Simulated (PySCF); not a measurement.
SrCl2, SMILES [Cl][Sr][Cl].

Geometry: PBE0-D3(BJ)/def2-TZVP. The isomer is the one that the SMILES or the coordinates give; other isomers of the formula were not compared. The def2 effective core potentials stand for the cores of Sr; spin–orbit coupling is left out.

Calculation: PySCF 2.14.0 with IEF-PCM-ωB97X/def2-SVP.

The values are the electrostatic part of the solvation free energy, E(continuum) − E(gas) at the gas-phase geometry, in a cavity of scaled van der Waals radii (PySCF's table); cavitation and dispersion terms are not included. A continuum can't describe solvent molecules that bind to the metal. In vacuum the orbital gap is 9.65 eV. The dipole moment in vacuum is 5.15 D.

| solvent | ε | ΔG(elec) (kcal/mol) | dipole (D) | gap (eV) |
|---|---|---|---|---|
| water | 78.36 | -19.1 | 5.87 | 10.94 |
| 2-propanol | 19.26 | -18.0 | 5.83 | 10.87 |
| acetone | 20.49 | -18.0 | 5.83 | 10.88 |
